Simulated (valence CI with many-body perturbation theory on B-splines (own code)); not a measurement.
## W LIV: one-electron terms

Calculated by valence CI with perturbative core correlation (CI+MBPT): three valence electrons over a frozen Dirac-Fock core [Ar], radial functions for each j: 7 s, 7 p, 8 d, 6 f, 4 g, 1 h, with the one-electron correlation potential Σ1 (screened to all orders), the two-electron term Σ2, the three-electron term Σ3, Breit, model QED; selected single and double excitations, second order for the rest, scaled by the run's own slope (own B-spline code, finite nucleus).

No measured spectrum was set against this ion. As an estimate, large intervals hold to a few tenths of a per cent, small ones and those within an open d or f shell to about a per cent. Excitations out of the core, of the other parity, are not computed and may begin above about 232 eV (a cautious bound); beyond it only levels of the ground parity were kept, without lifetimes. Only levels of the ground parity were solved; by the run's estimate the other parity begins above the list, which can be wrong where configurations are misplaced.

These are the spectroscopic orbitals of the CI (the correlating ones are not listed), shaped by the core and the other valence electrons. h is the expectation value of the core's Dirac-Fock operator, without the valence repulsion; Σ1 is computed up to l = 3 at one energy for each symmetry, that of its lowest orbital but kept below the first core excitation, so for empty shells it is not the orbital's own correlation shift; Breit and QED include the response of the core.

| Orbital | h (hartree) | Σ1 (cm⁻¹) | Breit (cm⁻¹) | QED (cm⁻¹) | ⟨r⟩ (bohr) |
| --- | --- | --- | --- | --- | --- |
| 4s1/2 | -118.01 | -8541 | 16717 | 12951 | 0.3648 |
| 5s1/2 | -72.584 | -3291 | 8011 | 6350 | 0.5920 |
| 6s1/2 | -49.144 | -1655 | 4382 | 3549 | 0.8756 |
| 4p1/2 | -114.88 | -11436 | 26802 | 549 | 0.3578 |
| 5p1/2 | -71.03 | -4119 | 13105 | 285 | 0.5882 |
| 6p1/2 | -48.265 | -2026 | 7245 | 163 | 0.8750 |
| 4p3/2 | -110.07 | -10528 | 15520 | 1684 | 0.3747 |
| 5p3/2 | -68.678 | -3975 | 7668 | 848 | 0.6092 |
| 6p3/2 | -46.943 | -1989 | 4673 | 482 | 0.9003 |
| 3d3/2 | -196.36 | -22279 | 32800 | -2250 | 0.1647 |
| 4d3/2 | -105.76 | -11283 | 12624 | -652 | 0.3524 |
| 5d3/2 | -66.604 | -4313 | 6150 | -294 | 0.5931 |
| 3d5/2 | -193.45 | -20083 | 17588 | -618 | 0.1684 |
| 4d5/2 | -104.66 | -10625 | 6728 | -66.4 | 0.3569 |
| 5d5/2 | -66.051 | -4008 | 3239 | -6.3 | 0.5987 |
| 4f5/2 | -100.83 | -29361 | 2038 | -500 | 0.3155 |
| 5f5/2 | -64.279 | -11246 | 881 | -233 | 0.5620 |
| 4f7/2 | -100.42 | -22918 | 120 | -242 | 0.3176 |
| 5f7/2 | -64.059 | -8820 | 129 | -101 | 0.5645 |
| 5g7/2 | -63.028 |  | 193 | -73.9 | 0.5030 |
| 5g9/2 | -62.922 |  | -43.8 | -7.8 | 0.5044 |

Among the shells of the start configuration 3d3, Σ1 is largest in size for 3d3/2, where it is 0.052 % of h.

Lowest root of each symmetry, sizes in configuration state functions:

```tsv
J	Parity	Roots	Reference	Variational	Second order	Change by selected CI (cm⁻¹)	Change by second order (cm⁻¹)
1/2	even	2	54	2143	224	-6298	0
3/2	even	5	90	3928	2388	-6255	0
5/2	even	5	102	4698	5110	-4535	0
7/2	even	3	89	4520	513	-5482	-1
9/2	even	3	68	3845	433	-5450	0
11/2	even	1	37	2579	573	-5608	-1
```
